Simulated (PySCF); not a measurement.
Compound: C₇H₁₀B (charge +1).
Bonds: C1–C2 (double), C2–B3, B3–C4, B3–C5, C5–C6, C6–C7, C7–C8 (double), C6–C8. Hydrogens: H9, H10 on C1; H11 on C2; H12, H13, H14 on C4; H15, H16 on C5; H17 on C7; H18 on C8.

Method used: B3LYP/6-31G* geometry optimisation, gas phase (PySCF 2.14.0).

**Question.** List the bond lengths, angles and torsions at this level.

**Answer.** 
```csv
bond,length (pm)
C1=C2,134.9
C2–B3,153.7
B3–C4,156.4
B3–C5,166.2
C5–C6,143.7
"C6–C7, C6–C8",138.7
C7–C8,134.9
C1–H9,108.8
C1–H10,108.7
C2–H11,109.3
"C4–H12, C4–H13, C4–H14",109.8
"C5–H15, C5–H16",109.6
"C7–H17, C8–H18",108.3
```

Bonds in one row agree within 1 pm and their mean is given. A selection of angles:
```csv
angle,degrees
C2–C1–H9,122.4
C2–C1–H10,121.9
H9–C1–H10,115.7
C1–C2–B3,122.4
C1–C2–H11,116.0
B3–C2–H11,121.6
C2–B3–C4,127.0
C2–B3–C5,119.8
C4–B3–C5,113.2
B3–C4–H12,109.1
B3–C4–H13,112.0
B3–C4–H14,114.6
H12–C4–H13,105.3
H12–C4–H14,107.3
B3–C5–C6,113.4
B3–C5–H15,109.7
B3–C5–H16,101.5
C6–C5–H15,111.4
C6–C5–H16,110.4
H15–C5–H16,109.9
C5–C6–C7,150.3
C5–C6–C8,151.3
C7–C6–C8,58.2
C6–C7–C8,60.9
C6–C7–H17,150.0
C8–C7–H17,149.1
```

Dihedral angles: C1–C2–B3–C4 -1° (synperiplanar); C2–B3–C5–C6 31° (synclinal); B3–C5–C6–C7 96° (anticlinal). The mirror-image conformer, all signs reversed, is as good.

Of the pairs four or more bonds apart, H10···H14 is among the closest relative to their van der Waals radii: 2.23 Å, 93 % of the sum of Bondi's values. C6 (unsaturated ring carbon) has angles 151.3°, 150.3° and 58.2°, sum 359.8°, 0.03 Å off the plane of its three neighbours. The 5 C–C bonds span 1.349 Å (C1=C2, drawn double) to 1.437 Å (C5–C6, drawn single), a spread of 0.088 Å. The 3-membered ring C6–C7–C8 has internal angles of 58.2° to 60.9°. C2 (alkene CH carbon) is planar (angles 122.4°, 121.6° and 116.0°, sum 360.0°, 0.01 Å off the plane of its three neighbours). C1 (terminal =CH2 carbon) is planar (angles 122.4°, 121.9° and 115.7°, sum 360.0°, 0.00 Å off the plane of its three neighbours). The 3 B–C bonds span 1.537 Å (C2–B3, drawn single) to 1.662 Å (B3–C5, drawn single), a spread of 0.125 Å.

Point group: C1 (no symmetry element, even within 0.4 Å). Whether it is a minimum is left open (no frequencies). Geometry: B3LYP/6-31G*, one conformer, isolated ion.
